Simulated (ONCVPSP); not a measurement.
## Ba (Z = 56): ONCV pseudisation with PBEsol, scalar-relativistic reference atom.

ONCVPSP 4.0.1 was run on this input:

```
# ATOM AND REFERENCE CONFIGURATION
# atsym  z   nc   nv     iexc    psfile
  Ba 56.00    9    3  -116133      upf
#
#   n    l    f
    1    0    2.00
    2    0    2.00
    2    1    6.00
    3    0    2.00
    3    1    6.00
    3    2   10.00
    4    0    2.00
    4    1    6.00
    4    2   10.00
    5    0    2.00
    5    1    6.00
    6    0    2.00
#
# PSEUDOPOTENTIAL AND OPTIMIZATION
# lmax
    2
#
#   l,   rc,      ep,       ncon, nbas, qcut
    0    2.80    0.00    4    7    3.70
    1    1.90    0.00    4    7    4.90
    2    2.20    0.34    4    7    3.80
#
# LOCAL POTENTIAL
# lloc, lpopt,  rc(5),   dvloc0
    4    4    1.45    1.00
#
# VANDERBILT-KLEINMAN-BYLANDER PROJECTORs
# l, nproj, debl
    0    2    3.40
    1    3    1.50
    2    2    3.50
#
# MODEL CORE CHARGE
# icmod, fcfact, rcfact
    3    3.25    1.75
#
# LOG DERIVATIVE ANALYSIS
# epsh1, epsh2, depsh
   -3.00    5.00    0.02
#
# OUTPUT GRID
# rlmax, drl
    6.00    0.01
#
# TEST CONFIGURATIONS
# ncnf
    4
# nvcnf
#   n    l    f
    3
    5    0    2.00
    5    1    6.00
    6    0    1.00
#
    3
    5    0    2.00
    5    1    6.00
    6    0    0.00
#
    3
    5    0    2.00
    5    1    6.00
    6    0    1.50
#
    4
    5    0    2.00
    5    1    6.00
    6    0    0.00
    6    1    2.00
#
```

Command:

```bash
oncvpsp.x < Ba.dat > Ba.out
```

The program printed (shortened: citation, most of the input echo, consistency checks and plot data are left out):

```
ONCVPSP  (Optimized Norm-Conservinng Vanderbilt PSeudopotential)
scalar-relativistic version 4.0.1

#   n    l    f        energy (Ha)
    1    0    2.00    -1.3686473E+03
    2    0    2.00    -2.1633971E+02
    2    1    6.00    -1.9402081E+02
    3    0    2.00    -4.5658240E+01
    3    1    6.00    -3.8504165E+01
    3    2   10.00    -2.8107911E+01
    4    0    2.00    -8.9515678E+00
    4    1    6.00    -6.6434598E+00
    4    2   10.00    -3.2930724E+00
    5    0    2.00    -1.2385809E+00
    5    1    6.00    -6.8873623E-01
    6    0    2.00    -1.1931909E-01

Reference configufation results
  iterations    26
  all-electron total energy (Ha)   -8.13236184D+03

Begin loop to  construct optimized pseudo wave functions
and semi-local pseudopoentials for all angular momenta

Calculating optimized projector #   1

 for l=   0

    Fraction of norm inside rc  0.968310
    Optimizing pswf for qcut=   3.70 a_B^-1,  ecut=   6.85 Ha
    Residual kinetic energy error=  4.15D-05 Ha

    Energy error per electron        Cutoff
         Ha          eV             Ha
         0.01000     0.27211        1.80
         0.00100     0.02721        4.76
         0.00010     0.00272        6.50
         0.00001     0.00027       13.95

Calculating optimized projector #   2

 for l=   0

    Fraction of norm inside rc  0.082155
    Optimizing pswf for qcut=   3.70 a_B^-1,  ecut=   6.85 Ha
    Residual kinetic energy error=  7.45D-05 Ha

    Energy error per electron        Cutoff
         Ha          eV             Ha
         0.01000     0.27211        1.52
         0.00100     0.02721        4.66
         0.00010     0.00272        6.88
         0.00001     0.00027       16.53

   Wellstate for l =  1  n =  6
     eigenvalue =   0.8113
     asymptotic potential =   1.3113
     half-point radius =  3.2088

   Wellstate for l =  1  n =  7
     eigenvalue =   2.3113
     asymptotic potential =   2.8113
     half-point radius =  3.5582

Calculating optimized projector #   1

 for l=   1

    Fraction of norm inside rc  0.534906
    Optimizing pswf for qcut=   4.91 a_B^-1,  ecut=  12.06 Ha
    Residual kinetic energy error=  7.60D-04 Ha

    Energy error per electron        Cutoff
         Ha          eV             Ha
         0.01000     0.27211        7.99
         0.00100     0.02721       11.70
         0.00010     0.00272       33.23
         0.00001     0.00027       41.27

Calculating optimized projector #   2

 for l=   1

    Fraction of norm inside rc  0.181730
    Optimizing pswf for qcut=   4.91 a_B^-1,  ecut=  12.06 Ha
    Residual kinetic energy error=  1.05D-03 Ha

    Energy error per electron        Cutoff
         Ha          eV             Ha
         0.01000     0.27211        8.52
         0.00100     0.02721       12.13
         0.00010     0.00272       24.04
         0.00001     0.00027       52.29

Calculating optimized projector #   3

 for l=   1

    Fraction of norm inside rc  0.099603
    Optimizing pswf for qcut=   4.91 a_B^-1,  ecut=  12.06 Ha
    Residual kinetic energy error=  2.75D-03 Ha

    Energy error per electron        Cutoff
         Ha          eV             Ha
         0.01000     0.27211        9.84
         0.00100     0.02721       21.31
         0.00010     0.00272       60.67
         0.00001     0.00027       72.81

WARNING wellstate: moderately localized bound state found for n= 5 l=  2
WARNING scattering state with energy  0.05000000
WARNING will be used for the first projector

   Wellstate for l =  2  n =  6
     eigenvalue =   0.0500
     asymptotic potential =   0.5500
     half-point radius = 24.3837

   Wellstate for l =  2  n =  8
     eigenvalue =   3.5500
     asymptotic potential =   4.0500
     half-point radius =  4.3487

Calculating optimized projector #   1

 for l=   2

    Fraction of norm inside rc  0.046601
    Optimizing pswf for qcut=   3.79 a_B^-1,  ecut=   7.19 Ha
    Residual kinetic energy error=  4.55D-06 Ha

    Energy error per electron        Cutoff
         Ha          eV             Ha
         0.01000     0.27211        2.43
         0.00100     0.02721        4.01
         0.00010     0.00272        5.33
         0.00001     0.00027        6.96

Calculating optimized projector #   2

 for l=   2

    Fraction of norm inside rc  0.110487
    Optimizing pswf for qcut=   3.79 a_B^-1,  ecut=   7.19 Ha
    Residual kinetic energy error=  3.54D-03 Ha

    Energy error per electron        Cutoff
         Ha          eV             Ha
         0.01000     0.27211        6.80
         0.00100     0.02721        7.96
         0.00010     0.00272       13.50
         0.00001     0.00027       33.00

Construct Vanderbilt / Kleinmman-Bylander projectors

B matrix Hermiticity error, ll=   0
   1   2    6.2818E-05

  Orthonormal projector coefficients  4.5594E+00  9.0303E-01

B matrix Hermiticity error, ll=   1
   1   2    1.6826E-04
   1   3   -2.8666E-04
   2   3    1.1747E-04

  Orthonormal projector coefficients  2.6031E+01  4.4105E+00  7.9468E-01

B matrix Hermiticity error, ll=   2
   1   2   -6.8312E-05

  Orthonormal projector coefficients  3.2014E+00  5.6764E-01

Model core correction analysis
  based on d2Exc/dn_idn_j

d2excae - all-electron derivatives

   -2.512835D-02   -2.184919D-02   -1.643351D-03
   -2.184922D-02   -2.204637D-02   -2.929152D-03
   -1.643117D-03   -2.928577D-03   -2.509892D-02

d2excps - pseudofunction derivatives with no core correction

   -3.725960D-02   -2.482257D-02   -2.878635D-03
   -2.482295D-02   -2.510300D-02   -3.177030D-03
   -2.879331D-03   -3.176478D-03   -2.520966D-02

rms 2nd derivative error    4.439514E-03

rmatch, rhocmatch    1.2817    2.5716

Teter function model core charge with specified parameters

d2excps - pseudofunction derivatives with core correction

   -2.061932D-02   -1.644291D-02   -1.713822D-03
   -1.644280D-02   -1.829466D-02   -2.788717D-03
   -1.713651D-03   -2.788357D-03   -2.496653D-02

rms 2nd derivative error    3.213353E-03

Pseudoatom total energy  -26.085683

Diagnostic tests using Vanderbilt-Kleinman-Bylander pseudopotentials
  1 or more projectors used as specified by nproj input data

   l    rcore       rmatch      e in        delta e   norm test  slope test

   0   2.8061390   2.8913395  -1.2385809   0.0000004   1.0000883   1.0000819
   0   2.8061390   2.8913395  -0.1193191   0.0000005   1.0000147   1.0000121

   1   1.9021310   1.9598839  -0.6887362  -0.0000040   1.0000718   1.0000904
   1   1.9021310   1.9598839   0.8112638   0.0000006   1.0002422   1.0002422
   1   1.9021310   1.9598839   2.3112638   0.0000274   1.0003257   1.0003257

   2   2.2089707   2.2760398   0.0500000   0.0000038   1.0000688   1.0000688
   2   2.2089707   2.2760398   3.5500000   0.0000778   1.0002316   1.0002316

 Testing for bound ghosts
   n   l    E NL Schr. Eq   E Basis Diag.   E Cutoff

   1   0       -1.238581       -1.238573     24.25
   2   0       -0.119319       -0.107415     24.25

   2   1       -0.688740       -0.688153     83.42

   3   2       -0.074569       -0.056824     52.65

 Testing for highly-localized positive-energy ghosts
       l    <radius>/rc     E Basis Diag.   E Cutoff

       0        0.636500        1.838856     24.25  WARNING - GHOST(+)

       1        0.870860        7.646547     83.42  WARNING - GHOST(+)

       1        0.522297       78.201016     83.42  WARNING - GHOST(+)

Test configuration 0

   n   l     f        eae           eps        diff
   1   0  2.0000-1368.64732629
   2   0  2.0000 -216.33970847
   2   1  6.0000 -194.02080651
   3   0  2.0000  -45.65823999
   3   1  6.0000  -38.50416482
   3   2 10.0000  -28.10791110
   4   0  2.0000   -8.95156780
   4   1  6.0000   -6.64345976
   4   2 10.0000   -3.29307235
   5   0  2.0000   -1.23858094   -1.23858051    4.24D-07
   5   1  6.0000   -0.68873623   -0.68874018   -3.96D-06
   6   0  2.0000   -0.11931909   -0.11931859    4.97D-07

    Total energies and differences
      AE_ref= -8.13236184D+03  AE_tst= -8.13236184D+03  dif=  0.00D+00
      PS_ref= -2.60856834D+01  PS_tst= -2.60856834D+01  dif=  2.13D-14
      PSP excitation error= -2.13D-14

Test configuration 1

   n   l     f        eae           eps        diff
   1   0  2.0000-1368.85929752
   2   0  2.0000 -216.55146272
   2   1  6.0000 -194.23256047
   3   0  2.0000  -45.86987075
   3   1  6.0000  -38.71579410
   3   2 10.0000  -28.31955580
   4   0  2.0000   -9.16274001
   4   1  6.0000   -6.85455739
   4   2 10.0000   -3.50399338
   5   0  2.0000   -1.44758982   -1.44824002   -6.50D-04
   5   1  6.0000   -0.89612459   -0.89607651    4.81D-05
   6   0  1.0000   -0.27886102   -0.27905874   -1.98D-04

    Total energies and differences
      AE_ref= -8.13236184D+03  AE_tst= -8.13216407D+03  dif=  1.98D-01
      PS_ref= -2.60856834D+01  PS_tst= -2.58878243D+01  dif=  1.98D-01
      PSP excitation error= -8.38D-05

Test configuration 2

   n   l     f        eae           eps        diff
   1   0  2.0000-1369.10915387
   2   0  2.0000 -216.80091663
   2   1  6.0000 -194.48201016
   3   0  2.0000  -46.11909320
   3   1  6.0000  -38.96501327
   3   2 10.0000  -28.56880549
   4   0  2.0000   -9.41108282
   4   1  6.0000   -7.10275729
   4   2 10.0000   -3.75186228
   5   0  2.0000   -1.69152948   -1.69417073   -2.64D-03
   5   1  6.0000   -1.13650269   -1.13708368   -5.81D-04

    Total energies and differences
      AE_ref= -8.13236184D+03  AE_tst= -8.13180047D+03  dif=  5.61D-01
      PS_ref= -2.60856834D+01  PS_tst= -2.55234869D+01  dif=  5.62D-01
      PSP excitation error= -8.24D-04

Test configuration 3

   n   l     f        eae           eps        diff
   1   0  2.0000-1368.74807041
   2   0  2.0000 -216.44036913
   2   1  6.0000 -194.12146684
   3   0  2.0000  -45.75885381
   3   1  6.0000  -38.60477803
   3   2 10.0000  -28.20853023
   4   0  2.0000   -9.05200448
   4   1  6.0000   -6.74386743
   4   2 10.0000   -3.39341100
   5   0  2.0000   -1.33818041   -1.33840849   -2.28D-04
   5   1  6.0000   -0.78770241   -0.78765808    4.43D-05
   6   0  1.5000   -0.19715252   -0.19719732   -4.48D-05

    Total energies and differences
      AE_ref= -8.13236184D+03  AE_tst= -8.13228294D+03  dif=  7.89D-02
      PS_ref= -2.60856834D+01  PS_tst= -2.60067680D+01  dif=  7.89D-02
      PSP excitation error= -1.67D-05

Test configuration 4

   n   l     f        eae           eps        diff
   1   0  2.0000-1368.73150158
   2   0  2.0000 -216.42398885
   2   1  6.0000 -194.10499742
   3   0  2.0000  -45.74269031
   3   1  6.0000  -38.58860170
   3   2 10.0000  -28.19236031
   4   0  2.0000   -9.03572059
   4   1  6.0000   -6.72752497
   4   2 10.0000   -3.37695448
   5   0  2.0000   -1.32103172   -1.32260644   -1.57D-03
   5   1  6.0000   -0.76866042   -0.76865302    7.40D-06
   6   1  2.0000   -0.07837946   -0.07841089   -3.14D-05

    Total energies and differences
      AE_ref= -8.13236184D+03  AE_tst= -8.13220859D+03  dif=  1.53D-01
      PS_ref= -2.60856834D+01  PS_tst= -2.59320538D+01  dif=  1.54D-01
      PSP excitation error= -3.78D-04
```

The run took about 6.2 s on one core of a shared server CPU.
